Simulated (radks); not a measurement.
Dispersion coefficients C6 (hartree bohr^6) between ground-configuration atoms and ions, from the Casimir-Polder integral (3/pi) of alpha_A(iw) alpha_B(iw). Calculated with a radial shooting solver on a logarithmic mesh with Libxc functionals: non-relativistic Kohn-Sham, PBE, spin-polarised, spherical densities, point nucleus; open shells are filled with parallel spins first (spin-orbit coupling, left out, can overturn this in heavy ions). Response by self-consistent Sternheimer equations with the Hartree and adiabatic LDA kernel. For heavy and open-shell atoms this level of theory can miss by tens of per cent.

\begin{tabular}{lrrrrrr}
C6 & Nb+ & As3+ & Ti+ & Ge+ & Be3+ & Sc \\ \hline
Nb+ & 168.2 &  &  &  &  &  \\
As3+ & 59.96 & 22.18 &  &  &  &  \\
Ti+ & 208.8 & 70.30 & 282.6 &  &  &  \\
Ge+ & 136.4 & 48.91 & 168.5 & 111.7 &  &  \\
Be3+ & 0.3000 & 0.1266 & 0.2905 & 0.2350 & 0.001694 &  \\
Sc & 452.9 & 147.0 & 643.1 & 363.2 & 0.5280 & 1503 \\
\end{tabular}

Static polarisabilities (bohr^3): Nb+ ([Kr] 4d4) 26.27, As3+ ([Ar] 3d10 4s2) 7.041, Ti+ ([Ar] 3d2 4s1) 45.27, Ge+ ([Ar] 3d10 4s2 4p1) 19.24, Be3+ (1s1) 0.01848, Sc ([Ar] 3d1 4s2) 120.9. The combination rule 2 Ca Cb / ((alpha_b/alpha_a) Ca + (alpha_a/alpha_b) Cb) gives 0.2245 for Ti+-Be3+, against 0.2905 from the integral.
